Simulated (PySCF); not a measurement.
GeO, SMILES [O]=[Ge] (connectivity only; charge and spin as stated), charge +1, multiplicity 2.

Geometry: PBE-D3(BJ)/def2-TZVPD. The multiplicity is an assumed one; other spin states were not compared.

Method: PBE-D3(BJ)/def2-TZVPD (PySCF).

Frequencies are harmonic and unscaled.

### Question
Give all harmonic wavenumbers and intensities. (An estimate is asked for; the answer gives what the named calculation found.)

### Answer

| mode | ν (cm⁻¹) | IR (km/mol) | moving atoms (share of kinetic energy) |
|---|---|---|---|
| 1 | 869 | 5.8 | O 82 %, Ge 18 % |
